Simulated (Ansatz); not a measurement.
All numbers were calculated with Ansatz.

CH8OSi3 (`[SiH3][SiH]1C[SiH2]O1`) at its PBE0-D4/def2-TZVP geometry, where that method's forces vanish. The species carries charge 0 and has multiplicity 1.

```tsv
atom	x (Å)	y (Å)	z (Å)
Si1	-0.058	-0.162	2.349
Si2	0.116	-0.813	0.106
C3	-0.958	0.135	-1.134
Si4	0.726	0.662	-1.801
O5	1.515	-0.228	-0.623
H6	1.061	-0.712	3.159
H7	-0.041	1.323	2.445
H8	-1.345	-0.660	2.910
H9	0.025	-2.294	-0.024
H10	-1.563	-0.483	-1.798
H11	-1.571	0.936	-0.722
H12	1.035	2.111	-1.699
H13	1.057	0.185	-3.169
```

(1) For each bond, give half the difference of the two atoms' forces along it (eV/Å; positive pushes the atoms apart) under PBE-D4, r2SCAN-D4, B3LYP-D4, ωB97M-V in def2-TZVPP. (An estimate is asked.)

Answers

(1) The calculation gave: 
| bond | length (Å) | PBE-D4 | r2SCAN-D4 | B3LYP-D4 | ωB97M-V |
| --- | --- | --- | --- | --- | --- |
| Si1–Si2 | 2.342 | -0.16 | 0.00 | 0.00 | 0.00 |
| Si1–H6 | 1.487 | 0.09 | -0.02 | -0.07 | -0.10 |
| Si1–H7 | 1.489 | 0.09 | -0.01 | -0.06 | -0.10 |
| Si1–H8 | 1.489 | 0.09 | -0.02 | -0.06 | -0.10 |
| Si2–C3 | 1.894 | 0.07 | 0.04 | 0.17 | 0.08 |
| Si2–O5 | 1.683 | 0.44 | 0.08 | 0.14 | 0.13 |
| Si2–H9 | 1.490 | 0.03 | -0.02 | -0.17 | -0.18 |
| C3–Si4 | 1.886 | 0.04 | 0.03 | 0.19 | 0.10 |
| C3–H10 | 1.090 | 0.08 | -0.03 | -0.08 | -0.05 |
| C3–H11 | 1.090 | 0.08 | -0.02 | -0.07 | -0.04 |
| Si4–O5 | 1.675 | 0.42 | 0.07 | 0.15 | 0.14 |
| Si4–H12 | 1.485 | 0.01 | -0.03 | -0.16 | -0.17 |
| Si4–H13 | 1.485 | 0.02 | -0.02 | -0.16 | -0.18 |

B3LYP here is the variant with VWN-RPA as its local correlation; programs differ in this.
